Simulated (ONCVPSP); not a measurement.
Scattering properties, ONCV potential for Sm (Z = 62)

* Element: samarium (Sm)
* Generator: ONCVPSP 4.0.1
* Type: optimised norm-conserving Vanderbilt (ONCV)
* Functional: PBE
* Relativity: scalar-relativistic
* Frozen core: [Kr] 4d10
* Valence charge: 16
* Reference configuration: 4f6 5s2 5p6 6s1 (charge +1)
* Partial waves: 5s+6s: rc 2.40 bohr, ncon 4, nbas 9, qcut 5.6 1/bohr, 2 projectors; 5p: rc 2.05 bohr, ncon 5, nbas 8, qcut 6.9 1/bohr, 2 projectors, debl 1 Ha; d scattering state at 0.38 Ha: rc 2.50 bohr, ncon 4, nbas 8, qcut 4.3 1/bohr, 2 projectors, debl 2.9 Ha; 4f: rc 1.15 bohr, ncon 5, nbas 10, qcut 15.1 1/bohr, local
* Local potential: the f channel
* Core correction: none

In the p channel the program set the typed energies aside and used -1.080, 0.250 Ha. In the d channel the program set the typed energies aside and used 0.050, 2.950 Ha.

The phase is arctan(r·R′/R) of the radial function R(r), unwrapped; energies in Ha, scanned from -3 to 5 Ha. A pole is an energy at which the radial function vanishes at the test radius. The pseudo phase is shifted by a multiple of π to meet the all-electron one at the reference energy, and phase errors are pseudo minus all-electron; the curves can meet again beyond the range given. Levels narrower than the energy grid can be missing from the lists of poles.

| channel | radius (bohr) | reference energy (Ha) | poles, all-electron | poles, pseudo | unbroken range about the reference energy with phases within 0.05 rad | phase error 1 Ha above the reference energy (rad) |
| --- | --- | --- | --- | --- | --- | --- |
| s | 2.43 | -0.31 | -1.66, 2.68 | -1.66, 2.29, 3.50 | below 2.4 | -0.004 |
| p | 2.08 | -1.08 | -0.32 | -0.32 | the whole range | -0.000 |
| d | 2.53 | 0.05 | 0.48, 4.49 | 0.48, 4.49 | below 1.5 | -0.002 |
| f | 1.16 | -0.31 | 1.01 | 1.14 | -1.5 to 2.0 | +0.014 |

Note: ghosts flagged at negative energy: s at -538.0 eV, p at -254.3 eV; GHOST(+) flagged for d at 43.2 eV, s at 72.5 eV. A true bound ghost makes a file unfit for plane-wave use.

Phases in the s channel:

```
E (Ha)  all-electron  pseudo
 -2.98         1.284   1.284
 -2.76         1.247   1.247
 -2.54         1.187   1.187
 -2.32         1.061   1.061
 -2.10         0.576   0.575
 -1.88        -1.157  -1.157
 -1.66        -1.574  -1.574
 -1.44        -1.704  -1.704
 -1.22        -1.784  -1.784
 -1.00        -1.856  -1.856
 -0.78        -1.937  -1.937
 -0.56        -2.046  -2.046
 -0.34        -2.214  -2.214
 -0.12        -2.513  -2.513
  0.10        -3.044  -3.045
  0.32        -3.666  -3.669
  0.54        -4.067  -4.071
  0.76        -4.283  -4.287
  0.98        -4.409  -4.414
  1.20        -4.490  -4.496
  1.42        -4.547  -4.555
  1.64        -4.590  -4.600
  1.86        -4.624  -4.639
  2.08        -4.652  -4.675
  2.30        -4.676  -4.715
  2.52        -4.698  -4.783
  2.74        -4.718  -5.374
  2.96        -4.737  -7.712
  3.18        -4.757  -7.804
  3.40        -4.777  -7.841
  3.62        -4.800  -7.868
  3.84        -4.825  -7.890
  4.06        -4.855  -7.911
  4.28        -4.893  -7.933
  4.50        -4.945  -7.956
  4.72        -5.024  -7.984
  4.94        -5.159  -8.017
```
